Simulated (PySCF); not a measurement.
C6H6F2.
SMILES: `C=C(F)/C=C\C=C/F`

Torsions of this conformer, `[CH2:1]=[C:2]([F:3])/[CH:4]=[CH:5]\[CH:6]=[CH:7]/[F:8]`: C1–C2–C4–C5 179°, C4–C5–C6–C7 -179°.

The closed-shell ground state was solved at several levels (PySCF, density fitting, gas phase, non-relativistic). The structure is a single PBE0-D3(BJ)/def2-SVP conformer in the gas phase; no vibrational or solvent corrections.

```
              level  basis functions  total energy (Eh)  HOMO (eV)  LUMO (eV)  gap (eV)  dipole (D)
        B3LYP/pcJ-1              276          -431.8871      -6.19      -1.80      4.39        0.45
CAM-B3LYP/def2-SVPD              214          -431.3926      -7.63      -0.68      6.95        0.72
      PBE0/pcSseg-1              166          -431.3558      -6.40      -1.64      4.76        0.42
```

(1) What might B3LYP/pcSseg-1 (166 basis functions) give for the same quantities?

(2) How far do the dipole and the HOMO energy spread over the levels?

## Answers

(1) Total energy -431.8401 Eh, HOMO -6.20 eV, LUMO -1.80 eV, gap 4.40 eV, dipole 0.43 D.

(2) The dipole runs from 0.42 to 0.72 D (mean 0.51 D) and the HOMO from -7.63 to -6.19 eV.
